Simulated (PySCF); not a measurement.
C2H6BO3, SMILES COB([O])OC, multiplicity 2.

Geometry: PBE0-D3(BJ)/def2-SVP. The isomer is the one that the SMILES or the coordinates give; other isomers of the formula were not compared. Other conformers were not sampled.

Two levels are set side by side: PBE/def2-TZVP (PySCF) and B3LYP/def2-TZVP (PySCF). Same geometry, gas phase. Differences are taken from unrounded values.

```json
[
 {"quantity": "α-spin orbital gap (eV)", "B3LYP": "8.87", "PBE": "7.08", "PBE minus B3LYP": "-1.80"},
 {"quantity": "β-spin orbital gap (eV)", "B3LYP": "3.21", "PBE": "0.61", "PBE minus B3LYP": "-2.59"},
 {"quantity": "dipole moment (D)", "B3LYP": "2.22", "PBE": "2.40", "PBE minus B3LYP": "0.18"},
 {"quantity": "mean polarisability (bohr³)", "B3LYP": "48.9", "PBE": "52.8", "PBE minus B3LYP": "3.9"}
]
```

PBE's more diffuse valence density responds more strongly to a field. Differences between two approximate levels are no errors against the true value.

Rough cost on one machine, each run with all the roots and properties that it gave: B3LYP against PBE within a factor of 2.
